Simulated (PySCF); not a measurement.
PySCF input (BP86/def2-SVP):

```python
from pyscf import gto, dft

mol = gto.M(
    atom='''
    O    -0.41745200    0.01298800   -1.49468300
    B    -0.68082200   -0.00807500   -0.24945000
    O    -1.76088500   -0.03711100    0.56846900
    P     1.24898200    0.01413800    0.50813900
    H    -1.55391800   -0.04619400    1.50725500
    H     1.84260200   -1.01689400   -0.25023900
    H     1.80738800    1.08437900   -0.22214500
    ''',
    basis='def2-svp',
    charge=0,
    spin=1,
    verbose=4,
)

mf = dft.UKS(mol, xc='bp86')
mf.grids.level = 3
mf.conv_tol = 1e-9
mf.max_cycle = 100
mf.max_memory = 1500
mf.kernel()
if not mf.converged:
    mf = mf.newton()
    mf.kernel(mf.make_rdm1())
mo, _, stable, _ = mf.stability(return_status=True)
if not stable:
    mf.kernel(mf.make_rdm1(mo, mf.mo_occ))
    stable = mf.stability(return_status=True)[2]
mf.dip_moment()
```

Output:

```
PySCF version 2.14.0

[INPUT] verbose = 4
[INPUT] num. atoms = 7
[INPUT] num. electrons = 39
[INPUT] charge = 0
[INPUT] spin (= nelec alpha-beta = 2S) = 1
[INPUT] symmetry False subgroup None
[INPUT] Mole.unit = angstrom
[INPUT] Symbol           X                Y                Z      unit          X                Y                Z       unit  Magmom
[INPUT]  1 O     -0.417452000000   0.012988000000  -1.494683000000 AA   -0.788869950152   0.024543762906  -2.824541513043 Bohr   0.0
[INPUT]  2 B     -0.680822000000  -0.008075000000  -0.249450000000 AA   -1.286567119579  -0.015259538456  -0.471392181773 Bohr   0.0
[INPUT]  3 O     -1.760885000000  -0.037111000000   0.568469000000 AA   -3.327590386855  -0.070129626209   1.074250720305 Bohr   0.0
[INPUT]  4 P      1.248982000000   0.014138000000   0.508139000000 AA    2.360233914512   0.026716947949   0.960243543210 Bohr   0.0
[INPUT]  5 H     -1.553918000000  -0.046194000000   1.507255000000 AA   -2.936479440032  -0.087294008598   2.848299149881 Bohr   0.0
[INPUT]  6 H      1.842602000000  -1.016894000000  -0.250239000000 AA    3.482013136576  -1.921651157713  -0.472883175685 Bohr   0.0
[INPUT]  7 H      1.807388000000   1.084379000000  -0.222145000000 AA    3.415468320825   2.049179325230  -0.419793209942 Bohr   0.0

nuclear repulsion = 139.326723521962
number of shells = 35
number of NR pGTOs = 129
number of NR cGTOs = 75
basis = def2-svp
ecp = {}

******** <class 'pyscf.dft.uks.UKS'> ********
method = UKS
initial guess = minao
damping factor = 0
level_shift factor = 0
DIIS = <class 'pyscf.scf.diis.CDIIS'>
diis_start_cycle = 1
diis_space = 8
diis_damp = 0
SCF conv_tol = 1e-09
SCF conv_tol_grad = None
SCF max_cycles = 100
direct_scf = True
direct_scf_tol = 1e-13
number electrons alpha = 20  beta = 19
XC library pyscf.dft.libxc version 7.1.2
    S. Lehtola, C. Steigemann, M. J. T. Oliveira, and M. A. L. Marques,  SoftwareX 7, 1–5 (2018)
XC functionals = bp86
    A. D. Becke,  Phys. Rev. A 38, 3098 (1988)
    J. P. Perdew,  Phys. Rev. B 33, 8822 (1986)
    J. P. Perdew,  Phys. Rev. B 34, 7406–7406 (1986)
radial grids:
    Treutler-Ahlrichs [JCP 102, 346 (1995); DOI:10.1063/1.469408] (M4) radial grids

becke partition: Becke, JCP 88, 2547 (1988); DOI:10.1063/1.454033
pruning grids: <function nwchem_prune>
grids dens level: 3
symmetrized grids: False
atomic radii adjust function: <function treutler_atomic_radii_adjust>
small_rho_cutoff = 0
Set gradient conv threshold to 3.16228e-05
tot grids = 90816
init E= -518.523166519849
  alpha nocc = 20  HOMO = -0.251497627882014  LUMO = -0.0785846921963724
  beta  nocc = 19  HOMO = -0.339111115140849  LUMO = -0.251497627882014

WARN: HOMO -0.251497627882014 >= LUMO -0.251497627882014

cycle= 1 E= -517.982281448218  delta_E= 0.541  |g|= 0.825  |ddm|= 2.02
  alpha nocc = 20  HOMO = -0.0125465430928754  LUMO = -0.00459444882598429
  beta  nocc = 19  HOMO = -0.0424778242058088  LUMO = -0.00748404931237595
  HOMO = -0.0125465430929  LUMO = -0.00748404931238  gap/eV = 0.13776
cycle= 2 E= -510.105713002626  delta_E= 7.88  |g|=  2.9  |ddm|= 5.74
  alpha nocc = 20  HOMO = -0.195298317533386  LUMO = -0.00898037754143033
  beta  nocc = 19  HOMO = -0.238204327967571  LUMO = -0.155937386446591
  HOMO = -0.195298317533  LUMO = -0.155937386447  gap/eV = 1.07107
cycle= 3 E= -518.117476918429  delta_E= -8.01  |g|= 0.572  |ddm|= 5.65
  alpha nocc = 20  HOMO = -0.167284621093911  LUMO = -0.0218225280350186
  beta  nocc = 19  HOMO = -0.2163184798574  LUMO = -0.14429632215486
  HOMO = -0.167284621094  LUMO = -0.144296322155  gap/eV = 0.62554
cycle= 4 E= -518.130241589721  delta_E= -0.0128  |g|= 0.603  |ddm|= 0.948
  alpha nocc = 20  HOMO = -0.211065139291053  LUMO = -0.0354530473295553
  beta  nocc = 19  HOMO = -0.243295557244837  LUMO = -0.172040470029466
  HOMO = -0.211065139291  LUMO = -0.172040470029  gap/eV = 1.06192
cycle= 5 E= -518.27902143083  delta_E= -0.149  |g|= 0.138  |ddm|= 0.377
  alpha nocc = 20  HOMO = -0.209918174497684  LUMO = -0.0300163263193225
  beta  nocc = 19  HOMO = -0.256966134114828  LUMO = -0.167890288072655
  HOMO = -0.209918174498  LUMO = -0.167890288073  gap/eV = 1.14364
cycle= 6 E= -518.290697657131  delta_E= -0.0117  |g|= 0.0765  |ddm|=  0.2
  alpha nocc = 20  HOMO = -0.214528989733227  LUMO = -0.0279863419114457
  beta  nocc = 19  HOMO = -0.261560473590417  LUMO = -0.171847359410573
  HOMO = -0.214528989733  LUMO = -0.171847359411  gap/eV = 1.16143
cycle= 7 E= -518.293243717522  delta_E= -0.00255  |g|= 0.00967  |ddm|= 0.06
  alpha nocc = 20  HOMO = -0.216017932002483  LUMO = -0.0298189692427422
  beta  nocc = 19  HOMO = -0.262432930850167  LUMO = -0.173155142796121
  HOMO = -0.216017932002  LUMO = -0.173155142796  gap/eV = 1.16636
cycle= 8 E= -518.293295711409  delta_E= -5.2e-05  |g|= 0.00274  |ddm|= 0.0144
  alpha nocc = 20  HOMO = -0.215510024839383  LUMO = -0.0294726747909597
  beta  nocc = 19  HOMO = -0.262011416036376  LUMO = -0.172537371707679
  HOMO = -0.215510024839  LUMO = -0.172537371708  gap/eV = 1.16935
cycle= 9 E= -518.293300153109  delta_E= -4.44e-06  |g|= 0.000845  |ddm|= 0.00526
  alpha nocc = 20  HOMO = -0.21566916981797  LUMO = -0.029546839480171
  beta  nocc = 19  HOMO = -0.262166116310288  LUMO = -0.172645581289779
  HOMO = -0.215669169818  LUMO = -0.17264558129  gap/eV = 1.17073
cycle= 10 E= -518.293300590274  delta_E= -4.37e-07  |g|= 0.00029  |ddm|= 0.00146
  alpha nocc = 20  HOMO = -0.215647701459302  LUMO = -0.0295268156404478
  beta  nocc = 19  HOMO = -0.26214858259237  LUMO = -0.172610594014661
  HOMO = -0.215647701459  LUMO = -0.172610594015  gap/eV = 1.17110
cycle= 11 E= -518.293300650202  delta_E= -5.99e-08  |g|= 9.09e-05  |ddm|= 0.000516
  alpha nocc = 20  HOMO = -0.215657554903629  LUMO = -0.0295383116698376
  beta  nocc = 19  HOMO = -0.262140572970561  LUMO = -0.17261181396548
  HOMO = -0.215657554904  LUMO = -0.172611813965  gap/eV = 1.17133
cycle= 12 E= -518.293300657328  delta_E= -7.13e-09  |g|= 2.03e-05  |ddm|= 0.000159
  alpha nocc = 20  HOMO = -0.215656930023908  LUMO = -0.0295376344285492
  beta  nocc = 19  HOMO = -0.262139832652932  LUMO = -0.172610512418472
  HOMO = -0.215656930024  LUMO = -0.172610512418  gap/eV = 1.17135
cycle= 13 E= -518.293300657617  delta_E= -2.89e-10  |g|= 4.47e-06  |ddm|= 2.56e-05
  alpha nocc = 20  HOMO = -0.215657091415737  LUMO = -0.0295371215043496
  beta  nocc = 19  HOMO = -0.262141127551901  LUMO = -0.172610740579143
  HOMO = -0.215657091416  LUMO = -0.172610740579  gap/eV = 1.17135
Extra cycle  E= -518.293300657564  delta_E= 5.3e-11  |g|= 1.2e-05  |ddm|= 1.5e-05
converged SCF energy = -518.293300657564  <S^2> = 0.75402035  2S+1 = 2.0040163
uhf_internal: lowest eigs of H = [0.30434911 0.32525192 0.35225433]
<class 'pyscf.dft.uks.UKS'> wavefunction is stable in the internal stability analysis
Dipole moment(X, Y, Z, Debye):  1.49141, -0.01402,  2.91861
```

The geometry given is a B3LYP-D3(BJ)/def2-TZVP minimum.
